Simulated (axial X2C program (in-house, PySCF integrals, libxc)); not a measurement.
What spin–orbit coupling does to CoH⁻

Computed with an axial X2C code built on PySCF integrals. Spin-free means the one-electron spin-free X2C Hamiltonian; two-component (2c) means X2C with spin–orbit coupling and atomic mean-field two-electron Coulomb and Gaunt terms, so the difference of the two also holds small scalar two-electron terms. Basis: Co dyall-acv3z [10s11p7d4f2g], H dyall-av3z [7s3p2d] (cores contracted in-house); Gaussian nuclei, density fitting, unrestricted open shells. Masses: Co 58.933 u, H 1.008 u.

Spin-free state: M_S = 1/2, Λ = 2 (beyond evenly filled blocks: δ+α, δ+β, δ-α); fragments Co- + H for PBE0; Co + H- for PBE50.

```tsv
level	Re (Å)	ωe (cm⁻¹)	De (eV)	μ (D)
PBE0	1.573	1567.5	2.092	3.10
PBE50	1.606	1518.3	1.540	3.03
```

Dipoles are positive if H is the positive end and refer to the centre of mass.

Two-component determinant lowest at the distance of the search:

Ω = 9/2 (⟨Sz⟩ = 1.50, ⟨Lz⟩ = 3.00 at PBE0); fragments Co- + H for PBE0; Co + H- for PBE50.

```json
{"level": "PBE0", "Re (Å)": "1.586", "ωe (cm⁻¹)": "1558.2", "μ (D)": "2.64"}
{"level": "PBE50", "Re (Å)": "1.635", "ωe (cm⁻¹)": "1352.1", "μ (D)": "2.08"}
```

**Question.** From the two tables, how do the constants change at the PBE0 level (2c against spin-free)?

**Answer.** At the PBE0 level Re goes up by 0.013 Å and ωe goes down by 9.3 cm⁻¹. The two determinants differ in configuration, so these shifts compare two states and are not the spin–orbit effect on one state.

The state is a single determinant with fixed occupations, the lowest that a limited PBE0 search found. De is counted from the lowest determinant-based energies of the atoms at the same level, without counterpoise correction. De is not given where an atomic determinant may have missed its ground term or J level, or where the truncated virtual space spoils (T). Density functionals use the spin component along the axis (collinear). Other states lie close and PBE0, whose exact exchange favours high spin, may order them wrongly; the determinant shown need not be the ground state. The nearest other spin-free determinant of the search, M_S = 3/2, Λ = 2, lies 0.10 eV up at the distance of the search. The functionals have no current-density term, which raises determinants with orbital currents, atoms included. With several unpaired electrons one determinant need not be a pure state. A state of lower Ω lies just above, and one determinant can place such states too high, so the state shown need not be the lowest. The search has Ω = 5/2 only 0.10 eV up. The highest occupied level of some functionals is positive through self-interaction error; at Hartree–Fock it is bound. The determinant is spin-polarised beyond a pure state at some levels (its spin-free form has ⟨S²⟩ too high), which makes Re and μ there less reliable.
